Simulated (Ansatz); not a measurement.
Cost and result up the ladder for the cluster CaO2H2 (5 atoms). The state is a singlet with charge 0. Geometry: PBE0-D4/def2-TZVP.

```xyz
5

Ca   -0.096    0.073   -0.172
O     1.785    0.347   -0.873
O    -1.800   -0.336    0.848
H    -2.575   -0.542    1.362
H     2.686    0.459   -1.164
```

Ansatz on 4 threads of Intel Xeon 6975P-C on a shared host. Times are rough, and most runs start from the orbitals of an earlier one. CAM-B3LYP-D4/def2-TZVP serves as the yardstick here, not as an exact answer. Differences are given only for rows in sets of like size (and for xTB, whose basis is part of the method), since another set adds its own error. Binding counts from free atoms at the same level (Ca singlet, O triplet, H doublet; other spins of the atoms weren't run), without zero-point energy or a counterpoise term.

The 6-31G sets use Cartesian d functions. LC-ωPBE has ω = 0.4 bohr⁻¹. B3LYP takes the VWN-RPA correlation. Correlated methods freeze 7 core orbitals; core or outer-core shells of Ca are correlated, in sets that lack core-valence functions. The structure comes from a short search, and lower isomers may exist.

Correlated methods converge slowly with the basis.

| level | functions | wall time | binding energy per atom (eV) | difference from CAM-B3LYP-D4/def2-TZVP (eV) |
| --- | --- | --- | --- | --- |
| HF/6-31G | 51 | 0.15 s | 2.18 | – |
| HF/def2-TZVP | 110 | 0.2 s | 2.36 | -1.29 |
| B3LYP-D4/6-31G | 51 | 0.3 s | 3.40 | – |
| MP2/def2-TZVP | 110 | 0.3 s | 3.56 | -0.09 |
| PBE-D4/def2-TZVPD | 134 | 0.4 s | 3.75 | 0.09 |
| LC-ωPBE/def2-TZVP | 110 | 0.4 s | 3.67 | 0.02 |
| BHLYP-D4/def2-TZVP | 110 | 0.45 s | 3.40 | -0.26 |
| CAM-B3LYP-D4/def2-TZVP | 110 | 0.45 s | 3.65 | 0.00 |
| PBE0-D4/def2-TZVPD | 134 | 0.5 s | 3.58 | -0.07 |
| r2SCAN-D4/def2-TZVP | 110 | 0.6 s | 3.70 | 0.05 |
| r2SCAN0-D4/def2-TZVP | 110 | 0.65 s | 3.54 | -0.11 |
| B97M-V/def2-TZVP | 110 | 1.1 s | 3.61 | -0.04 |
| CCSD(T)/def2-TZVPP | 126 | 2.1 s | 3.46 | -0.19 |
| CCSD(T)/def2-TZVPD | 134 | 2.6 s | 3.47 | -0.18 |
